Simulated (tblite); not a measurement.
Species: C7H14F2Si.
SMILES with atom numbers: `[CH3:1][C:2]([CH3:3])([CH3:4])/[C:5]([F:6])=[C:7](/[SiH3:8])[CH2:9][F:10]` (hydrogens: H11, H12, H13 on C1; H14, H15, H16 on C3; H17, H18, H19 on C4; H20, H21, H22 on Si8; H23, H24 on C9)

The geometry is computed with GFN2-xTB (gas phase).

(1) List the bond lengths, angles and torsions at this level.

Results:

(1) 
```
                     bond  length (pm)   order
      C1–C2, C2–C3, C2–C4        153.5  single
                    C2–C5        151.7  single
                    C5–F6        136.6  single
                    C5=C7        132.8  double
                   C7–Si8        190.4  single
                    C7–C9        149.3  single
                   C9–F10        137.8  single
  C1–H11 and 8 like bonds        108.7  single
Si8–H20, Si8–H21, Si8–H22        146.1  single
           C9–H23, C9–H24        109.5  single
```

Bonds in one row agree within 1 pm and their mean is given. Orders are formal, as drawn. A selection of angles:
```
    angle  degrees
 C1–C2–C3    108.5
 C1–C2–C4    110.6
 C1–C2–C5    109.5
 C4–C2–C5    110.6
 C2–C5–F6    112.5
 C2–C5–C7    132.8
 F6–C5–C7    114.7
C5–C7–Si8    119.0
 C5–C7–C9    124.8
Si8–C7–C9    116.2
C7–C9–F10    109.9
```

Torsions: C1–C2–C5–F6 -108° (anticlinal); C2–C5–C7–Si8 178° (antiperiplanar); C5–C7–C9–F10 -149° (anticlinal). The mirror-image conformer, all signs reversed, is as good.

Si8 (SiH3 silicon) is tetrahedral (angles from 107.8° to 111.7°). The C–C distances run from 1.328 Å (C5=C7, drawn double) to 1.536 Å (C1–C2, drawn single), a spread of 0.208 Å. Of the pairs four or more bonds apart, H12···H24 is among the closest relative to their van der Waals radii: 2.11 Å, 88 % of the sum of Bondi's values.

Point group: C1 (no symmetry element, even within 0.4 Å). GFN2-xTB frequencies show an imaginary mode (27i cm⁻¹), so the point is no minimum at that level. 3 starts were optimised and ended at 0.00, 0.41 and 0.48 kcal/mol (GFN2-xTB); the lowest of these is shown.
